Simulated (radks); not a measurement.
Results of a calculation; reference values are marked as such.
Coulomb parameter of the 4d shell of the technetium ion Tc+ in the model configuration [Kr] 4d4 5s1 5p1, as a second difference U = [E(n + 1) + E(n - 1) - 2 E(n)] / (1)^2 with all orbitals relaxed. "Bare": the charge of the atom changes with n. "Screened": the 5p shell takes up the change at fixed total charge, which measures U(4d,4d) + U(5p,5p) - 2 U(4d,5p). Code: a radial shooting solver on a logarithmic mesh with Libxc functionals. Model: scalar-relativistic Kohn-Sham, PBEsol, spin-unpolarised, spherical densities, finite nucleus; Fermi nuclear charge, rms radius 4.4112 fm.

| case | configuration | E - E(n) (eV) |
|---|---|---|
| start | [Kr] 4d4 5s1 5p1 | 0.000 |
| bare +1 | [Kr] 4d5 5s1 5p1 | -12.889 |
| bare -1 | [Kr] 4d3 5s1 5p1 | 23.951 |
| screened +1 | [Kr] 4d5 5s1 | -8.495 |
| screened -1 | [Kr] 4d3 5s1 5p2 | 11.106 |

U(bare) = 11.062 eV, U(screened by 5p) = 2.612 eV, against the Slater integral F0(4d,4d) = 15.597 eV with frozen orbitals.
